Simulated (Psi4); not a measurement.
HCl₃Si, charge +1, doublet, at a GFN2-xTB geometry (a state made from the parent by changing its charge; the spin is typed, not shown lowest), with bond 5-1 at 2.2 times its length; Psi4 with HF/3-21G.

Psi4 was given this input:
```
memory 2 GB

molecule mol {
1 2
  Si    0.017702   -0.010163    0.302550
  Cl   -1.275265   -1.481677   -0.093886
  Cl   -0.655725    1.843955   -0.018427
  Cl    1.910245   -0.350367   -0.242264
  H     0.209433   -0.120237    3.579553
}

set basis 3-21g
set reference uhf
set stability_analysis follow
set scf_type pk

energy('scf')
print_variables()
```

What the program printed (banner, timings and long lists left out):

```
   => Loading Basis Set <=

    Name: 3-21G
    Role: ORBITAL
    Keyword: BASIS

         ---------------------------------------------------------
                                   SCF
               by Justin Turney, Rob Parrish, Andy Simmonett
                          and Daniel G. A. Smith
                              UHF Reference
         ---------------------------------------------------------

  ==> Geometry <==

    Molecular point group: c1
    Full point group: C1

    Geometry (in Angstrom), charge = 1, multiplicity = 2:

       Center              X                  Y                   Z               Mass
    ------------   -----------------  -----------------  -----------------  -----------------
         SI           0.017844723792    -0.010245205795     0.304993539000    27.976926534650
         CL          -1.275122276208    -1.481759205795    -0.091442461000    34.968852682000
         CL          -0.655582276208     1.843872794205    -0.015983461000    34.968852682000
         CL           1.910387723792    -0.350449205795    -0.239820461000    34.968852682000
         H            0.209575723792    -0.120319205795     3.581996539000     1.007825032230

  Running in c1 symmetry.

  Rotational constants: A =      0.07761  B =      0.07761  C =      0.04211 [cm^-1]
  Rotational constants: A =   2326.77494  B =   2326.77446  C =   1262.27761 [MHz]
  Nuclear repulsion =  333.339553077466576

  Charge       = 1
  Multiplicity = 2
  Electrons    = 65
  Nalpha       = 33
  Nbeta        = 32

  ==> Algorithm <==

  SCF Algorithm Type is PK.
  DIIS enabled.
  MOM disabled.
  Fractional occupation disabled.
  Guess Type is SAD.
  Energy threshold   = 1.00e-06
  Density threshold  = 1.00e-06
  Integral threshold = 1.00e-12

  ==> Primary Basis <==

  Basis Set: 3-21G
    Blend: 3-21G
    Number of shells: 30
    Number of basis functions: 54
    Number of Cartesian functions: 54
    Spherical Harmonics?: false
    Max angular momentum: 1

  ==> Integral Setup <==

  Using in-core PK algorithm.
   Calculation information:
      Number of atoms:                   5
      Number of AO shells:              30
      Number of primitives:             63
      Number of atomic orbitals:        54
      Number of basis functions:        54

      Integral cutoff                 1.00e-12
      Number of threads:                 1

  Performing in-core PK
  Using 2206710 doubles for integral storage.
  We computed 79779 shell quartets total.
[...]
  Energy and wave function converged.

    Wavefunction stable under totally symmetric rotations.
    Lowest totally symmetric eigenvalue: 0.157449
    Lowest UHF->UHF stability eigenvalues:
       A 0.157449

    Stability analysis over.

  ==> Post-Iterations <==

   @Spin Contamination Metric:   3.128643353E-05
   @S^2 Expected:                7.500000000E-01
   @S^2 Observed:                7.500312864E-01
   @S   Expected:                5.000000000E-01
   @S   Observed:                5.000000000E-01

    Orbital Energies [Eh]
    ---------------------

    Alpha Occupied:

[...]
    Alpha Virtual:

[...]
    Beta Occupied:

[...]
    Beta Virtual:

[...]
      54A      1.129277

    Final Occupation by Irrep:
              A
    DOCC [    32 ]
    SOCC [     1 ]
    NA   [    33 ]
    NB   [    32 ]

  @UHF Final Energy: -1659.51691236979468

   => Energetics <=

    Nuclear Repulsion Energy =            333.3395530774665758
    One-Electron Energy =               -2944.9310963240677665
    Two-Electron Energy =                 952.0746308768066228
    Total Energy =                      -1659.5169123697946816

  UHF NO Occupations:
  HONO-2 :   31  A 1.9999986
  HONO-1 :   32  A 1.9999873
  HONO-0 :   33  A 1.0000000
  LUNO+0 :   34  A 0.0000127
  LUNO+1 :   35  A 0.0000014
  LUNO+2 :   36  A 0.0000014
  LUNO+3 :   37  A 0.0000001

Computation Completed

Properties will be evaluated at   0.000000,   0.000000,   0.000000 [a0]

Properties computed using the SCF density matrix

 Multipole Moments:

 ------------------------------------------------------------------------------------
     Multipole            Electronic (a.u.)      Nuclear  (a.u.)        Total (a.u.)
 ------------------------------------------------------------------------------------

 L = 1.  Multiply by 2.5417464519 to convert [e a0] to [Debye]
 Dipole X            :         -0.1574848            0.2154586            0.0579738
 Dipole Y            :          0.0904116           -0.1236969           -0.0332853
 Dipole Z            :         -2.6916826            3.6825425            0.9908599
 Magnitude           :                                                    0.9931124

 ------------------------------------------------------------------------------------

  Variable Map:
  ----------------------------------------------------------------------------
[...]
  Array Variable Map:
  ----------------------------------------------------------------------------
[...]
[...]
```
